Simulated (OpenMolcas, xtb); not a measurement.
## A ladder of methods for GaGeH5 (SMILES [GaH2][GeH3])

The species is GaGeH5 (7 atoms), meant as a singlet with charge 0. As SMILES, `[GaH2][GeH3]`. Geometry: relaxed at PBE0-D4/def2-TZVP.

Quantity: the electronic atomisation energy, in eV. The values are calculated. Electronic energies at fixed atoms, without zero-point motion or spin-orbit coupling.

```csv
level,kind,program,value (eV),CPU time (all runs)
GFN0-xTB,semi-empirical,xtb,31.20,under 2 s
HF/def2-SVPD,Hartree–Fock,OpenMolcas,12.67,28 s
SVWN5/def2-SVPD,LDA,OpenMolcas,18.82,47 s
BLYP/def2-SVPD,GGA,OpenMolcas,16.16,63 s
revPBE/def2-SVPD,GGA,OpenMolcas,15.99,61 s
r2SCAN/def2-SVPD,meta-GGA,OpenMolcas,16.95,1.8 min
B3LYP/def2-SVPD,global hybrid,OpenMolcas,16.56,73 s
M06-2X/def2-SVPD,hybrid meta-GGA,OpenMolcas,16.32,76 s
```

All-electron rows without a relativistic Hamiltonian named are non-relativistic. The values span 12.67 to 31.20 eV. The xTB rows lack spin polarisation, so open shells miss the exchange term that lowers them. CPU times are rough (shared hosts, several kinds of processor): they show what a rung costs within a factor of a few.
